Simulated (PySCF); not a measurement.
Isomers of H6B2N2. Isolated molecules, 0 K electronic values unless said otherwise. One relaxed conformer stands for each flexible species; it need not be the lowest. Strings in code marks are SMILES.

These are r2SCAN-D4/def2-TZVP (PySCF 2.14.0) values and carry that method's errors. All candidates: neutral, multiplicity 1. Excitations are Tamm–Dancoff values on a coarser integration grid. The basis has no diffuse functions, so Rydberg states are missing or too high.

```
Property                Value
-------------------  --------
T1 excitation (TDA)   3.17 eV
HOMO                 -5.86 eV
LUMO                 -2.42 eV
```

Task: Which member has these values?
(A) `BB(N)N`
(B) `NBBN` (N–B–B–N torsion 73°)
(C) `BNBN` (B–N–B–N torsion 180°)

Result: A, `BB(N)N`. The others give `BNBN` (B–N–B–N torsion 180°): 5.39 eV, -6.84 eV, -0.82 eV; `NBBN` (N–B–B–N torsion 73°): 4.94 eV, -6.29 eV, -0.60 eV
